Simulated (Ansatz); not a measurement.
`CC[SiH2][SbH2]` and `CC[SiH2]P` differ in one atom or group.

Ansatz, PBE0-D4/def2-TZVP geometries, multiplicity 1. Each molecule was computed in one conformer, which needn't be the lowest.

Elements past krypton have def2 core potentials.

```csv
property,`CC[SiH2][SbH2]`
LUMO energy (ωB97M-V/def2-TZVPP) / eV,1.31
HOMO energy (PBE0/def2-TZVPP) / eV,-6.97
size of the dipole moment (PBE/def2-TZVPP) / D,1.19
HOMO–LUMO gap (PBE0/def2-TZVPP) / eV,6.68
LUMO energy (PBE/def2-TZVPP) / eV,-1.04
HOMO–LUMO gap (PBE/def2-TZVPP) / eV,4.98
```

Problem. Give the same properties after the change, and the shifts. (Best estimate.)

Solution. Computed: 
```tsv
property	`CC[SiH2]P`	shift
LUMO energy (ωB97M-V/def2-TZVPP) / eV	2.05	0.74
HOMO energy (PBE0/def2-TZVPP) / eV	-7.38	-0.41
size of the dipole moment (PBE/def2-TZVPP) / D	1.03	-0.16
HOMO–LUMO gap (PBE0/def2-TZVPP) / eV	7.74	1.06
LUMO energy (PBE/def2-TZVPP) / eV	-0.50	0.54
HOMO–LUMO gap (PBE/def2-TZVPP) / eV	5.78	0.80
```

With PBE0 the HOMO falls by 0.41 eV and the LUMO rises by 0.65 eV, so the gap widens by about 1.06 eV. PBE moves the HOMO by -0.26 eV and ωB97M-V by -0.53 eV. Dipoles are sizes alone; their direction can turn.

Spin–orbit coupling is left out; it splits and shifts lone-pair levels of the heavy atoms by tenths of an eV.
